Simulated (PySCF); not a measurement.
## Bond length, frequency and bond energy of InF⁺ by level of theory

State: ²Σ⁺ (doublet), unpaired electrons σ ↑. Set-up: In def2-SVP with ECP28, F def2-SVP; scalar-relativistic core potentials (PySCF 2.14). De refers to In⁺ + F in their high-spin ground configurations, without counterpoise correction. The functionals are run spin-unrestricted. A positive dipole points towards F; it is taken about the centre of mass and depends on that origin. Levels whose curve was spin-contaminated or gave no clean fit are not listed.

```tsv
Level	Re (Å)	ωe (cm⁻¹)	De (eV)	μ (D)
PBE	1.977	522	1.41	-3.29
PW91	1.974	526	1.43	-3.28
r²SCAN	1.947	561	1.29	-3.53
PBE0	1.951	542	1.04	-3.68
r²SCAN0	1.932	571	0.96	-3.84
M06	1.977	477	0.85	-3.69
LC-ωPBE	1.916	628	1.32	-3.92
```

The bond length runs from 1.916 Å (LC-ωPBE) to 1.977 Å (M06). De spans 0.85 eV (M06, hybrid meta-GGA) to 1.43 eV (PW91, GGA).

These are scalar-relativistic numbers at best; spin–orbit coupling would shift them, the dissociation energy most. For an ion De counts to the pair picked by the measured ionisation energies or electron affinities, which need not be the lowest pair at this level. The state is the lowest determinant that a PBE0 search found; another state may lie lower at other levels.
